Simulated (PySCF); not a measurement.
Excitations are Tamm–Dancoff values on a coarser integration grid. The basis has no diffuse functions, so Rydberg states are missing or too high.

Z-matrix (Å, degrees):
```
Sn
F 1 1.8764
F 1 1.8764 2 109.47
F 1 1.8764 2 109.48 3 120.00
F 1 1.8764 2 109.47 3 -120.00
```
Charge 0, multiplicity 1.

Q: What HOMO–LUMO gap, LUMO, T1 excitation (TDA), brightest of the four lowest singlets (TDA), HOMO, total energy, S1–T1 gap (TDA) and dipole moment does ωB97X-D3(BJ)/def2-TZVP // PBE0-D3(BJ)/def2-TZVP (PySCF 2.14.0) give?

A: 
```yaml
HOMO–LUMO gap: 13.74 eV
LUMO: -1.34 eV
T1 excitation (TDA): 7.07 eV
brightest of the four lowest singlets (TDA): 7.96 eV
HOMO: -15.08 eV
total_energy: -614.0633 Ha
S1–T1 gap (TDA): 0.47 eV
dipole_moment: 0.00 D
```
